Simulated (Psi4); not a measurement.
zinc atom (Zn), singlet; PBE0/3-21G (Psi4).

Here is a job for Psi4.
```
memory 2 GB

molecule {
0 1
Zn    0.00000000    0.00000000    0.00000000
}

set {
  basis 3-21g
  puream true
}

energy('pbe0')
print_variables()
```

It wrote (shortened):

```
   => Loading Basis Set <=

    Name: 3-21G
    Role: ORBITAL
    Keyword: BASIS

         ---------------------------------------------------------
                                   SCF
               by Justin Turney, Rob Parrish, Andy Simmonett
                          and Daniel G. A. Smith
                              RKS Reference
         ---------------------------------------------------------

  ==> Geometry <==

    Molecular point group: d2h
    Geometry (in Angstrom), charge = 0, multiplicity = 1:

       Center              X                  Y                   Z               Mass
    ------------   -----------------  -----------------  -----------------  -----------------
         ZN           0.000000000000     0.000000000000     0.000000000000    63.929142010000

  Running in d2h symmetry.

  Rotational constants: A = ************  B = ************  C = ************ [cm^-1]
  Rotational constants: A = ************  B = ************  C = ************ [MHz]
  Nuclear repulsion =    0.000000000000000

  Charge       = 0
  Multiplicity = 1
  Electrons    = 30
  Nalpha       = 15
  Nbeta        = 15

  ==> Algorithm <==

  SCF Algorithm Type is DF.
  DIIS enabled.
  MOM disabled.
  Fractional occupation disabled.
  Guess Type is CORE.
  Energy threshold   = 1.00e-06
  Density threshold  = 1.00e-06
  Integral threshold = 1.00e-12

  ==> Primary Basis <==

  Basis Set: 3-21G
    Blend: 3-21G
    Number of shells: 11
    Number of basis functions: 27
    Number of Cartesian functions: 29
    Spherical Harmonics?: true
    Max angular momentum: 2

  ==> DFT Potential <==

   => LibXC <=

    Version 7.1.2
    S. Lehtola, C. Steigemann, M. J. T. Oliveira, and M. A. L. Marques,  SoftwareX 7, 1–5 (2018) (10.1016/j.softx.2017.11.002)

   => Composite Functional: PBE0 <=

    PBE0 Hyb-GGA Exchange-Correlation Functional

    C. Adamo and V. Barone,  J. Chem. Phys. 110, 6158 (1999) (10.1063/1.478522)
    M. Ernzerhof and G. E. Scuseria,  J. Chem. Phys. 110, 5029 (1999) (10.1063/1.478401)

    Deriv               =              1
    GGA                 =           TRUE
    Meta                =          FALSE

    Exchange Hybrid     =           TRUE
    MP2 Hybrid          =          FALSE

   => Exchange Functionals <=

    0.7500   Perdew, Burke & Ernzerhof

   => Exact (HF) Exchange <=

    0.2500               HF

   => Correlation Functionals <=

    1.0000   Perdew, Burke & Ernzerhof

   => LibXC Density Thresholds  <==

    XC_HYB_GGA_XC_PBEH:  1.00E-15

   => Molecular Quadrature <=

    Radial Scheme          =       TREUTLER
    Pruning Scheme         =           NONE
    Nuclear Scheme         =       TREUTLER

    Blocking Scheme        =         OCTREE
    BS radius alpha        =              1
    Pruning alpha          =              1
    Radial Points          =             75
    Spherical Points       =            302
    Total Points           =          21436
    Total Blocks           =            240
    Max Points             =            251
    Max Functions          =             27
    Weights Tolerance      =       1.00E-15

   => Loading Basis Set <=

    Name: (3-21G AUX)
    Role: JKFIT
    Keyword: DF_BASIS_SCF

  ==> Integral Setup <==

  SCF_SUBTYPE=INCORE selected. In-core MEM_DF algorithm will be used.
  Using in-core AOs.

  ==> MemDFJK: Density-Fitted J/K Matrices <==

    J tasked:                   Yes
    K tasked:                   Yes
    wK tasked:                   No
    Algorithm:                 Core
    Schwarz Cutoff:           1E-12
    Mask sparsity (%):       0.0000
    Fitting Condition:        1E-10

   => Auxiliary Basis Set <=

  Basis Set: (3-21G AUX)
    Blend: DEF2-UNIVERSAL-JKFIT
    Number of shells: 58
    Number of basis functions: 264
    Number of Cartesian functions: 377
    Spherical Harmonics?: true
    Max angular momentum: 6

  Minimum eigenvalue in the overlap matrix is 1.6695255133E-01.
  Reciprocal condition number of the overlap matrix is 8.5842088391E-02.
    Using symmetric orthogonalization.

  ==> Pre-Iterations <==

  SCF Guess: Core (One-Electron) Hamiltonian.

   -------------------------------------------------------
    Irrep   Nso     Nmo     Nalpha   Nbeta   Ndocc  Nsocc
   -------------------------------------------------------
     Ag         9       9       6       6       6       0
     B1g        2       2       1       1       1       0
     B2g        2       2       1       1       1       0
     B3g        2       2       1       1       1       0
     Au         0       0       0       0       0       0
     B1u        4       4       2       2       2       0
     B2u        4       4       2       2       2       0
     B3u        4       4       2       2       2       0
   -------------------------------------------------------
    Total      27      27      15      15      15       0
   -------------------------------------------------------

  ==> Iterations <==

                           Total Energy        Delta E     RMS |[F,P]|

    Occupation by irrep:
             Ag   B1g   B2g   B3g    Au   B1u   B2u   B3u
    DOCC [     5,    0,    0,    0,    0,    3,    4,    3 ]
    NA   [     5,    0,    0,    0,    0,    3,    4,    3 ]
    NB   [     5,    0,    0,    0,    0,    3,    4,    3 ]

   @DF-RKS iter   1: -1740.46464384515025   -1.74046e+03   5.36084e-01 ADIIS
    Occupation by irrep:
             Ag   B1g   B2g   B3g    Au   B1u   B2u   B3u
    DOCC [     6,    1,    1,    1,    0,    2,    2,    2 ]
    NA   [     6,    1,    1,    1,    0,    2,    2,    2 ]
    NB   [     6,    1,    1,    1,    0,    2,    2,    2 ]

   @DF-RKS iter   2: -1705.22089709132069    3.52437e+01   1.01314e+00 ADIIS
   @DF-RKS iter   3: -1770.08061100509076   -6.48597e+01   4.81551e-02 DIIS/ADIIS
   @DF-RKS iter   4: -1770.21411717595652   -1.33506e-01   6.04512e-03 DIIS/ADIIS
   @DF-RKS iter   5: -1770.21486451541932   -7.47339e-04   1.91312e-03 DIIS/ADIIS
   @DF-RKS iter   6: -1770.21493797401376   -7.34586e-05   2.13343e-04 DIIS/ADIIS
   @DF-RKS iter   7: -1770.21493886930125   -8.95287e-07   3.25260e-05 DIIS
   @DF-RKS iter   8: -1770.21493889271460   -2.34133e-08   1.06798e-06 DIIS
   @DF-RKS iter   9: -1770.21493889273734   -2.27374e-11   4.69288e-08 DIIS
  Energy and wave function converged.

  ==> Post-Iterations <==

   Electrons on quadrature grid:
      Ntotal   =   30.0000004354 ; deviation = 4.354e-07

    Orbital Energies [Eh]
    ---------------------

    Doubly Occupied:

       1Ag  -345.153203     2Ag   -41.949999     1B1u  -36.813812
       1B3u  -36.813812     1B2u  -36.813812     3Ag    -4.669117
       2B3u   -3.029920     2B2u   -3.029920     2B1u   -3.029920
       4Ag    -0.252928     1B1g   -0.252928     5Ag    -0.252928
       1B2g   -0.252928     1B3g   -0.252928     6Ag    -0.215498

    Virtual:

       3B2u   -0.016804     3B3u   -0.016804     3B1u   -0.016804
       7Ag     0.109596     4B2u    0.171816     4B3u    0.171816
       4B1u    0.171816     8Ag     3.776165     2B1g    3.776165
       9Ag     3.776165     2B2g    3.776165     2B3g    3.776165

    Final Occupation by Irrep:
             Ag   B1g   B2g   B3g    Au   B1u   B2u   B3u
    DOCC [     6,    1,    1,    1,    0,    2,    2,    2 ]
    NA   [     6,    1,    1,    1,    0,    2,    2,    2 ]
    NB   [     6,    1,    1,    1,    0,    2,    2,    2 ]

  @DF-RKS Final Energy: -1770.21493889273734

   => Energetics <=

    Nuclear Repulsion Energy =              0.0000000000000000
    One-Electron Energy =               -2477.3534469937467293
    Two-Electron Energy =                 760.7394700798759004
    DFT Exchange-Correlation Energy =     -53.6009619788665432
    Empirical Dispersion Energy =           0.0000000000000000
    VV10 Nonlocal Energy =                  0.0000000000000000
    Total Energy =                      -1770.2149388927373366

Computation Completed

Properties will be evaluated at   0.000000,   0.000000,   0.000000 [a0]

Properties computed using the SCF density matrix

 Multipole Moments:

 ------------------------------------------------------------------------------------
     Multipole            Electronic (a.u.)      Nuclear  (a.u.)        Total (a.u.)
 ------------------------------------------------------------------------------------

 L = 1.  Multiply by 2.5417464519 to convert [e a0] to [Debye]
 Dipole X            :          0.0000000            0.0000000            0.0000000
 Dipole Y            :          0.0000000            0.0000000            0.0000000
 Dipole Z            :          0.0000000            0.0000000            0.0000000
 Magnitude           :                                                    0.0000000

 ------------------------------------------------------------------------------------

  Variable Map:
  ----------------------------------------------------------------------------
  "CURRENT ENERGY"              =>   -1770.214938892737
  "CURRENT REFERENCE ENERGY"    =>   -1770.214938892737
  "DD SOLVATION ENERGY"         =>       0.000000000000
  "DFT FUNCTIONAL TOTAL ENERGY" =>   -1770.214938892737
  "DFT TOTAL ENERGY"            =>   -1770.214938892737
  "DFT VV10 ENERGY"             =>       0.000000000000
  "DFT XC ENERGY"               =>     -53.600961978867
  "GRID ELECTRONS ALPHA"        =>      15.000000217690
  "GRID ELECTRONS BETA"         =>      15.000000217690
  "GRID ELECTRONS TOTAL"        =>      30.000000435379
  "NUCLEAR REPULSION ENERGY"    =>       0.000000000000
  "ONE-ELECTRON ENERGY"         =>   -2477.353446993747
  "PCM POLARIZATION ENERGY"     =>       0.000000000000
  "PE ENERGY"                   =>       0.000000000000
  "SCF ITERATION ENERGY"        =>   -1770.214938892737
  "SCF ITERATIONS"              =>       9.000000000000
  "SCF TOTAL ENERGY"            =>   -1770.214938892737
  "TWO-ELECTRON ENERGY"         =>     760.739470079876
  "XC GRID RADIAL POINTS"       =>      75.000000000000
  "XC GRID SPHERICAL POINTS"    =>     302.000000000000
  "XC GRID TOTAL POINTS"        =>   21436.000000000000

  Array Variable Map:
  ----------------------------------------------------------------------------
  "CURRENT DIPOLE"              =>       0.000000000000 ... 0.000000000000 1 by 3
  "SCF DIPOLE"                  =>       0.000000000000 ... 0.000000000000 1 by 3
  "SCF TOTAL ENERGIES"          =>   -1740.464643845150 ... -1770.214938892737 1 by 9
```
